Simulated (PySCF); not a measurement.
C3H7NSi, SMILES CC1=NC[SiH2]1.

Coordinates come from a B3LYP-D3(BJ)/def2-SVP optimisation. The structure was generated by enumeration, and PubChem lists no compound with its InChIKey, so it may never have been made.

Two levels are set side by side: TDA-PBE/def2-SVPD (PySCF) and TDA-CAM-B3LYP/def2-SVPD (PySCF). Vertical, same geometry. The lowest singlet is HOMO→LUMO 99 % with PBE and HOMO→LUMO 97 % with the other functional; states are paired by order. Differences are taken from unrounded values.

| quantity | TDA-CAM-B3LYP | TDA-PBE | TDA-PBE minus TDA-CAM-B3LYP |
|---|---|---|---|
| lowest singlet excitation (eV) | 4.50 | 4.22 | -0.29 |
| lowest triplet excitation (TDA) (eV) | 3.63 | 3.37 | -0.26 |

Functionals without exact exchange tend to place singlet excitations lower, as here. Differences between two approximate levels are no errors against the true value.

Rough cost on one machine, each run with all the roots and properties that it gave: TDA-CAM-B3LYP against TDA-PBE about 3 times.
